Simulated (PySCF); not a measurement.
A PySCF script (with the pyscf-properties extension) for the NMR shieldings of SMILES FC(F)(F)P1P([SiH3])PP1[SiH3], CH7F3P4Si2, on a GFN2-xTB geometry:

```python
import basis_set_exchange as bse
import numpy as np
from pyscf import gto, dft
from pyscf.prop import nmr

atoms = """
F    -1.448791    1.513038    0.996392
C    -1.039732    1.915499   -0.217024
F    -0.525578    3.141829   -0.053221
F    -2.145368    2.054878   -0.963467
P     0.226200    0.809751   -1.076604
P    -0.870413   -1.074532   -1.441428
Si   -2.470599   -1.279699    0.180071
P     0.875820   -1.993423   -0.407790
P     1.143075   -0.097704    0.692572
Si    3.294305    0.368470    0.142248
H    -2.854646   -2.683392   -0.001141
H    -3.526606   -0.342070   -0.189140
H    -1.954399   -1.062815    1.536540
H     0.182872   -2.644824    0.617429
H     3.396615    1.828216    0.184326
H     4.092283   -0.287759    1.179485
H     3.617965   -0.153433   -1.189159
"""
names = dict.fromkeys(["F", "C", "P", "Si", "H"], "pcSseg-1")
basis = {el: gto.basis.parse(bse.get_basis(n, elements=[el], fmt="nwchem")) for el, n in names.items()}
mol = gto.M(atom=atoms, basis=basis, charge=0, verbose=0)
mf = dft.RKS(mol, xc="PBE0")
mf.grids.level = 2
mf.grids.alignment = dft.numint.BLKSIZE   # the property module wants whole blocks of grid points
mf.conv_tol = 1e-9
mf.kernel()

calc = nmr.RKS(mf)   # GIAO
C = mf.mo_coeff
Co = C[:, mf.mo_occ > 0]
resp = mf.gen_response(singlet=True, hermi=2)
def vind(x):   # induced exchange potential for any number of trial vectors
    d = np.einsum("pi,xij,qj->xpq", C, 2 * x.reshape(-1, C.shape[1], Co.shape[1]), Co, optimize=True)
    return np.einsum("xpq,pi,qj->xij", resp(d - d.transpose(0, 2, 1)), C, Co, optimize=True).ravel()
mo1, _ = nmr.rhf.solve_mo1(calc, with_cphf=vind)
sigma = calc.kernel(mo1)
for i, s in enumerate(sigma):   # ppm
    w = np.linalg.eigvalsh((s + s.T) / 2)
    print("%2d %-2s iso %8.1f  s11 %8.1f  s22 %8.1f  s33 %8.1f" % (i, mol.atom_pure_symbol(i), w.mean(), *w))
```

Question: What are the results?

Answer: 
```
 0 F  iso    224.4  s11    154.7  s22    227.0  s33    291.4
 1 C  iso     44.3  s11     29.1  s22     46.8  s33     57.1
 2 F  iso    235.7  s11    159.1  s22    221.3  s33    326.6
 3 F  iso    241.9  s11    157.7  s22    250.7  s33    317.3
 4 P  iso    402.0  s11    318.3  s22    383.2  s33    504.6
 5 P  iso    486.4  s11    297.7  s22    495.1  s33    666.5
 6 Si iso    407.5  s11    365.6  s22    406.4  s33    450.6
 7 P  iso    513.7  s11    453.8  s22    516.2  s33    571.1
 8 P  iso    506.1  s11    331.8  s22    492.2  s33    694.4
 9 Si iso    413.3  s11    372.1  s22    410.5  s33    457.2
10 H  iso     27.4  s11     23.6  s22     24.9  s33     33.5
11 H  iso     26.9  s11     22.8  s22     25.5  s33     32.3
12 H  iso     26.3  s11     22.7  s22     26.5  s33     29.9
13 H  iso     28.0  s11     24.1  s22     26.0  s33     33.9
14 H  iso     27.6  s11     23.6  s22     25.9  s33     33.1
15 H  iso     27.6  s11     23.4  s22     25.2  s33     34.1
16 H  iso     27.1  s11     23.5  s22     26.5  s33     31.3
```

These numbers come from an equivalent density-fitted implementation of the same equations, which agrees with the script to about 0.01 ppm for H and up to a few tenths of a ppm for heavy atoms, so last digits may differ.

Size and cost of the density-fitted run: 247 basis functions, about 2.8 core-minutes.
